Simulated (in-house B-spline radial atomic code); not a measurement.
# Rb: [Ar] 3d10 4s1 4p6 5s2 (an excited or competing configuration)

All numbers are computed (Dirac-Hartree-Fock, average of configuration; Fermi nucleus of rms radius 4.2036 fm) with a B-spline radial code for spherical atoms, not measured.

Screening seen three ways: the hydrogenic charge with the same mean radius, Z_r = [3n² - l(l+1)]/(2<r>), the one with the same energy, Z_e = n√(-2ε), and Slater's rules. Values are occupation-weighted means over j. An effective charge above Z reflects the relativistic contraction of the inner shells.

```csv
shell,electrons,ε (eV),<r> (bohr),Z_r,Z_e,Slater
1s,2,-15305,0.04028,37.24,33.54,36.70
2s,2,-2117.5,0.1771,33.88,24.95,32.85
2p,6,-1873.2,0.155,32.26,23.47,32.85
3s,2,-350.07,0.5077,26.59,15.22,25.75
3p,6,-269.32,0.5155,24.25,13.35,25.75
3d,10,-134.82,0.5219,20.12,9.44,15.85
4s,1,-50.143,1.451,16.55,7.68,9.60
4p,6,-26.772,1.663,13.83,5.61,9.60
5s,2,-4.7805,4.714,7.96,2.96,2.70
```

The least bound orbital is 5s1/2 at -4.781 eV, and it is also the most diffuse (<r> = 4.714 bohr). The part-filled 4s shell lies below the filled 5s shell in orbital energy.

Spin-orbit splittings of the orbital energies (j = l + 1/2 above j = l - 1/2 when positive): 2p 61.29 eV, 3p 9.624 eV, 3d 1.636 eV, 4p 1.055 eV.

For the 1s electron the small component carries 1.81 % of the norm, the zero-frequency Breit interaction raises the level by 25.77 eV, self-energy by 13.74 eV, and vacuum polarisation lowers it by 1.455 eV.
